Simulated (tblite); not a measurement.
Parent: `[CH2:1]=[C:2]1[CH2:3][SiH2:4]1`, C3H6Si.

The geometries are computed with GFN2-xTB (gas phase). One conformer each, not checked by frequencies here.

| coordinate of the parent | value |
| --- | --- |
| C1=C2 | 1.314 Å |
| C2–C3 | 1.506 Å |
| C3–Si4 | 1.900 Å |
| C2–Si4 | 1.857 Å |
| C1–C2–C3 | 137.4° |
| C1–C2–Si4 | 154.7° |
| C3–C2–Si4 | 67.9° |
| C2–C3–Si4 | 64.9° |
| C2–Si4–C3 | 47.2° |

How does the shared frame change in `[CH2:1]=[C:2]1[SiH2:3][C@H:4]1[C:5]#[C:6][CH3:7]`, C6H8Si? Atoms pair as C1 = C1, C2 = C2, C3 = C4, Si4 = Si3 (parent first).

```json
{"parent": "C1=C2", "relative": "C1=C2", "value in the relative": "1.314 Å", "change": "0.000"}
{"parent": "C2–C3", "relative": "C2–C4", "value in the relative": "1.514 Å", "change": "+0.008"}
{"parent": "C3–Si4", "relative": "C4–Si3", "value in the relative": "1.924 Å", "change": "+0.024"}
{"parent": "C2–Si4", "relative": "C2–Si3", "value in the relative": "1.853 Å", "change": "-0.004"}
{"parent": "C1–C2–C3", "relative": "C1–C2–C4", "value in the relative": "136.0°", "change": "-1.4"}
{"parent": "C1–C2–Si4", "relative": "C1–C2–Si3", "value in the relative": "154.8°", "change": "+0.1"}
{"parent": "C3–C2–Si4", "relative": "C4–C2–Si3", "value in the relative": "68.8°", "change": "+0.9"}
{"parent": "C2–C3–Si4", "relative": "C2–C4–Si3", "value in the relative": "64.0°", "change": "-0.9"}
{"parent": "C2–Si4–C3", "relative": "C2–Si3–C4", "value in the relative": "47.2°", "change": "0.0"}
```

Of the parent's bonds, C3–Si4 changes most (+0.024 Å). Bonds of the relative outside the shared frame: C4–C5 1.424, C5≡C6 1.201, C6–C7 1.449 Å. Point group Cs → C1.

How does the shared frame change in `[CH2:1]=[C:2]1[SiH2:3][C@H:4]1[O:5][CH:6]=[O:7]` with Si3–C4–O5–C6 -134°, C4–O5–C6–O7 0°, C4H6O2Si? Atoms pair as C1 = C1, C2 = C2, C3 = C4, Si4 = Si3 (parent first).

```tsv
parent	relative	value in the relative	change
C1=C2	C1=C2	1.316 Å	+0.002
C2–C3	C2–C4	1.503 Å	-0.003
C3–Si4	C4–Si3	1.920 Å	+0.020
C2–Si4	C2–Si3	1.859 Å	+0.002
C1–C2–C3	C1–C2–C4	135.5°	-1.9
C1–C2–Si4	C1–C2–Si3	154.4°	-0.3
C3–C2–Si4	C4–C2–Si3	68.7°	+0.8
C2–C3–Si4	C2–C4–Si3	64.4°	-0.5
C2–Si4–C3	C2–Si3–C4	46.9°	-0.3
```

Of the parent's bonds, C3–Si4 changes most (+0.020 Å). Bonds of the relative outside the shared frame: C4–O5 1.425, O5–C6 1.313, C6=O7 1.199 Å. Point group Cs → C1.
